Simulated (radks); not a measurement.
The numbers below are computed, except where a source is named.
Problem. The mean radii <r> (bohr) of the occupied orbitals of an atom or ion are listed with their occupations. Code: a radial shooting solver on a logarithmic mesh with Libxc functionals. Model: non-relativistic Kohn-Sham, LDA (Slater exchange, Perdew-Zunger correlation), spin-polarised, spherical densities, point nucleus.

| orbital | occ. | <r> |
|---|---|---|
| 1s up | 1 | 0.05700 |
| 1s down | 1 | 0.05699 |
| 2s up | 1 | 0.2594 |
| 2s down | 1 | 0.2589 |
| 2p up | 3 | 0.2265 |
| 2p down | 3 | 0.2260 |
| 3s up | 1 | 0.7676 |
| 3s down | 1 | 0.7730 |
| 3p up | 3 | 0.7916 |
| 3p down | 2 | 0.7999 |
| 3d up | 5 | 0.8643 |
| 3d down | 1 | 0.8920 |
| 4f up | 1 | 4.214 |

Name the element and its charge. Open shells, if any, are filled with parallel spins first.

Solution. Z = 27, cobalt, charge +3: Co3+ in [Ne] 3s2 3p5 3d6 4f1. The 1s radius gives Z: for a bare nucleus <r> = 1.5/Z, 0.05556 bohr for Z = 27, and screening makes it slightly larger (0.05700 here). The occupations add up to 24, and the charge is Z minus that.
